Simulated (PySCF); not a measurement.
## Assignment exercise: C₆H₁₀N₂Si

Mapped SMILES: `[CH3:1][CH2:2][c:3]1[cH:4][cH:5][c:6]([SiH3:7])[n:8][n:9]1`. Hydrogens are named by the atom that carries them.

[PySCF 2.14: coordinates at the GFN2-xTB level; NMR shieldings at PBE0/pcSseg-1/GIAO; single conformer; relativity neglected; fast rotation and ring inversion assumed for equivalent nuclei; gas phase]

Chemical shifts δ = σref − σ; ¹³C (186.93 ppm), ¹H (31.72 ppm) against TMS, all at this level.

Question: Assign these signals to the numbered atoms. ¹³C{¹H} NMR (computed): δ 167.9 (C), 163.9 (C), 137.4 (CH), 127.4 (CH), 35.8 (CH2), 20.2 (CH3).

Answer: 
| δ (ppm) | atoms | environment | reason |
| --- | --- | --- | --- |
| 167.9 | C3 | substituted aromatic carbon next to a ring nitrogen | – |
| 163.9 | C6 | substituted aromatic carbon next to a ring nitrogen | – |
| 137.4 | C5 | aromatic CH | the aromatic region |
| 127.4 | C4 | aromatic CH | – |
| 35.8 | C2 | sp3 CH2 on an aromatic ring | saturated and bonded to C and H only |
| 20.2 | C1 | methyl carbon | a saturated carbon with 1 carbon neighbour and no heteroatom attached |

Question: Assign these signals to the numbered atoms. ¹H NMR (400 MHz, computed): δ 7.74 (d, 1H), 7.30 (d, 1H), 4.67 (s, 3H), 3.13 (q, 2H), 1.37 (t, 3H).

Answer: 
7.74 → H(C5), hydrogen on an aromatic CH: it sits in the deshielding region of the aromatic ring current
7.30 → H(C4), hydrogen on an aromatic CH
4.67 → H(Si7), hydrogen on a silicon bonded to C
3.13 → H(C2), hydrogen on an sp3 CH2 on an aromatic ring: benzylic-type position, deshielded by the ring
1.37 → H(C1), hydrogen on a methyl carbon

Shifts are as computed. Against solution values, carbons near 30 ppm lie about +3 ppm off and those near 130 ppm about +5 ppm. Of 1211 compounds with measured shifts, 218 miss one by over three times the rms of a fit or turn the order of signals round; such compounds aren't used in these exercises. No couplings were computed; multiplicities are counted from neighbouring protons, with m where these are inequivalent, close in shift, in a saturated or five-membered ring or joined by F or P, and br s for small geminal =CH2 splittings.
